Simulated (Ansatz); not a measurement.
Consider the ligand exchange at a B–N bond: `C=NBC` + H₂Te → `CB[TeH]` + `C=N`.

Program: Ansatz. Geometries: PBE0-D4/def2-TZVP. ΔE: electronic, gas phase. CCSD(T)/CBS is the MP2 limit (def2-TZVPP, def2-QZVPP) plus CCSD(T) − MP2 in def2-TZVPP, frozen cores. This one scheme is used for every species. Functionals use def2-TZVPP. HSE06 is defined as in plane-wave codes. Elements past krypton have def2 core potentials. For Te outer-core shells are correlated without core-valence functions, which leaves a few kJ/mol of doubt a bond. Each species was taken in one conformer, which may not be the lowest.

| level | ΔE (kJ/mol) | difference from CCSD(T)/CBS |
| --- | --- | --- |
| LDA (SPW92) | 63.8 | 35.3 |
| PBE-D4 | 46.2 | 17.7 |
| r2SCANh-D4 | 43.8 | 15.3 |
| HSE06-D4 | 41.5 | 13.0 |
| B2PLYP | 42.4 | 13.9 |
| r2SCANh | 44.0 | 15.5 |
| CCSD(T)/def2-SVP | 49.4 | 20.9 |
| HF/def2-TZVPP | 37.1 | 8.6 |
| CCSD(T)/def2-TZVPP | 31.1 | 2.6 |
| SCS-MP2/def2-QZVPP | 28.9 | 0.4 |
| CCSD(T)/CBS | 28.5 | 0 |

Largest T1 diagnostic among the species: 0.014.

In def2-TZVPP, CCSD(T) changes the Hartree–Fock value by −6.0 kJ/mol (the triples alone add −1.7 kJ/mol) and MP2 by −9.6 kJ/mol. At CCSD(T), def2-SVP lies +20.9 kJ/mol from the extrapolated value and def2-TZVPP +2.6 kJ/mol. From PBE to PBE0 (25 % exact exchange), in def2-TZVPP and without D4, ΔE moves by −5.0 kJ/mol.
